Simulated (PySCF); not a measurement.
C5H5F, SMILES F[C@H](C=C)C#C. Atoms are numbered in the order given.

```xyz
11

C      2.2381    -0.0547     1.1995
C      1.3157    -0.1131     0.4193
C      0.1972    -0.2142    -0.5229
F     -0.0325     1.0001    -1.1220
C     -1.0471    -0.7169     0.1559
C     -2.1949    -0.0457     0.1695
H      3.0559     0.0043     1.8943
H      0.4851    -0.9252    -1.3221
H     -0.9445    -1.6898     0.6478
H     -3.0773    -0.4488     0.6717
H     -2.2809     0.9264    -0.3216
```
Charge 0, spin multiplicity 1.

The structure is a stationary point at PBE0-D3(BJ)/def2-SVP. The structure was generated by enumeration; whether it is a known compound was not checked. One conformer was computed; it need not be the lowest.

Two levels are set side by side: PBE/pcSseg-1 (PySCF) and KT2/pcSseg-1 (PySCF). GIAO shifts against CFCl3 (¹⁹F), TMS (¹H), TMS (¹³C) at the same level; non-relativistic, no solvent, atoms listed together averaged. Differences are taken from unrounded values.

```
quantity               PBE
------------------  ------
δ(¹³C) of C1 (ppm)    82.6
δ(¹³C) of C2 (ppm)    83.3
δ(¹³C) of C3 (ppm)    87.4
δ(¹⁹F) of F4 (ppm)  -247.2
δ(¹³C) of C5 (ppm)   143.7
δ(¹³C) of C6 (ppm)   120.8
δ(¹H) of H7 (ppm)     2.70
δ(¹H) of H8 (ppm)     6.12
δ(¹H) of H9 (ppm)     6.23
```

Q: These are the PBE values. What does KT2 give? (An estimate is asked for; the answer gives what the named calculation found.)

A: 
```
quantity               KT2  PBE minus KT2
------------------  ------  -------------
δ(¹³C) of C1 (ppm)    76.9            5.6
δ(¹³C) of C2 (ppm)    76.9            6.4
δ(¹³C) of C3 (ppm)    84.5            2.9
δ(¹⁹F) of F4 (ppm)  -250.5            3.4
δ(¹³C) of C5 (ppm)   135.2            8.5
δ(¹³C) of C6 (ppm)   113.2            7.6
δ(¹H) of H7 (ppm)     2.96          -0.27
δ(¹H) of H8 (ppm)     6.11           0.01
δ(¹H) of H9 (ppm)     6.07           0.16
```

Rough cost on one machine, each run with all the roots and properties that it gave: KT2 against PBE within a factor of 2.
